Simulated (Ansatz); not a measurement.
```yaml
crystal:
  periodic: [true, true, true]
  atoms:
    - {symbol: B, position_ang: [-1.072624, 1.230214, -0.951749]}
    - {symbol: Al, position_ang: [0.774124, 1.087514, -0.764042]}
    - {symbol: S, position_ang: [1.807359, -0.449288, 0.688923]}
    - {symbol: C, position_ang: [0.422628, -1.282828, 1.157807]}
    - {symbol: H, position_ang: [-1.613265, 0.326851, -2.016111]}
    - {symbol: H, position_ang: [-2.042304, 1.636132, -0.366865]}
    - {symbol: H, position_ang: [1.906051, 2.116839, -1.320811]}
    - {symbol: H, position_ang: [-0.329264, -0.531241, 1.677509]}
    - {symbol: H, position_ang: [0.700613, -2.075026, 1.853171]}
    - {symbol: H, position_ang: [-0.047187, -1.847912, 0.324962]}
basis:
  gaussian: {orbitals: def2-SVP}
magnetization: {spin_polarized: true, initial_magnetization: 2}
hamiltonian: {xc: {name: r2SCAN50}}
output: {forces: true}
```

```sh
$ ansatz run in.yaml --threads 2 --pin off --events-out ev --progress --plain --max-ram 4352MiB
```

(1) How does Ansatz answer? (Estimate.)

Results:

(1) Ansatz gave: The program refused the input.
```
Error: YAML parse error: error: line 2 column 3: crystal: missing field `lattice` (a structure is typed as `lattice` and `atoms`, a molecule's as `atoms` in Å alone, or read from a run's directory, `checkpoint`)
 --> <input>:2:3
1 | crystal:
2 |   periodic: [true, true, true]
3 |   atoms:
4 |     - {symbol: B, position_ang: [-1.072624, 1.230214, -0.951749]}
```
